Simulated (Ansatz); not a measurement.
One change: `NN([SiH3])[SiH3]` becomes `CBN([SiH3])[SiH3]`.

Ansatz, PBE0-D4/def2-TZVP geometries, multiplicity 1. Each molecule was computed in one conformer, which needn't be the lowest.

```tsv
property	`NN([SiH3])[SiH3]`
LUMO energy (B3LYP/def2-TZVPP) / eV	-0.18
HOMO energy (PBE0/def2-TZVPP) / eV	-7.27
HOMO–LUMO gap (B3LYP/def2-TZVPP) / eV	6.88
LUMO energy (PBE0/def2-TZVPP) / eV	0.04
size of the dipole moment (B3LYP/def2-TZVPP) / D	1.38
HOMO energy (PBE/def2-TZVPP) / eV	-5.96
```

Problem. What does the change do to each property? (An estimate is asked.)

Solution. Ansatz gave: 
```json
{"property": "LUMO energy (B3LYP/def2-TZVPP) / eV", "`CBN([SiH3])[SiH3]`": "-0.39", "shift": "-0.21"}
{"property": "HOMO energy (PBE0/def2-TZVPP) / eV", "`CBN([SiH3])[SiH3]`": "-8.20", "shift": "-0.93"}
{"property": "HOMO–LUMO gap (B3LYP/def2-TZVPP) / eV", "`CBN([SiH3])[SiH3]`": "7.60", "shift": "0.72"}
{"property": "LUMO energy (PBE0/def2-TZVPP) / eV", "`CBN([SiH3])[SiH3]`": "-0.19", "shift": "-0.23"}
{"property": "size of the dipole moment (B3LYP/def2-TZVPP) / D", "`CBN([SiH3])[SiH3]`": "0.37", "shift": "-1.01"}
{"property": "HOMO energy (PBE/def2-TZVPP) / eV", "`CBN([SiH3])[SiH3]`": "-6.96", "shift": "-1.00"}
```

With PBE0 the HOMO falls by 0.93 eV and the LUMO falls by 0.23 eV, so the gap widens by about 0.70 eV. PBE moves the HOMO by -1.00 eV and ωB97M-V by -0.89 eV. Dipoles are sizes alone; their direction can turn.

B3LYP here is the variant with VWN-RPA as its local correlation; programs differ in this.
